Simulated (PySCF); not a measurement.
A GIAO shielding run with PySCF 2.14 (density fitting, non-relativistic, gas phase) on SMILES [C@@H]1(CC)CCO[Si@H]1N, C5H13NOSi:

```
$ OMP_NUM_THREADS=1 python probes_run.py task.json out

{"job": {"kind": "nmr", "xc": "PBE0", "basis": "pcSseg-1"}, "charge": 0, "multiplicity": 1}
C      2.287803     1.181328    -0.181875
C      1.602319    -0.163603     0.018868
C      0.232869    -0.016615     0.679987
C     -0.374857    -1.376797     1.045263
C     -1.158533    -1.874120    -0.167852
O     -1.856069    -0.794690    -0.737669
Si    -1.118248     0.645270    -0.495625
N     -2.232428     1.676098     0.321406
H      1.686885     1.824457    -0.819668
H      3.263701     1.048859    -0.644225
H      2.425181     1.682830     0.773945
H      1.495553    -0.662353    -0.947351
H      2.240992    -0.795628     0.644567
H      0.359874     0.573797     1.589415
H      0.379338    -2.106659     1.344244
H     -1.076481    -1.242506     1.870006
H     -1.889200    -2.641678     0.101727
H     -0.478575    -2.290988    -0.920229
H     -0.611749     1.108079    -1.791321
H     -3.199113     1.594949     0.048932
H     -1.988182     2.646913     0.421686
```

Hardware: 1 thread of an Arm Neoverse N1, shared host. The job also computes population analyses, field gradients, ring-centre shieldings.

(1) How large is the calculation?

(2) How long does it take, and how much memory does it need?

Answers

(1) 72 electrons, 208 basis functions and 1095 auxiliary functions.

(2) 82 s of wall time, with 13 SCF cycles and 4 response iterations; peak memory 1 GiB. Times on a shared host scatter by some tens of per cent.
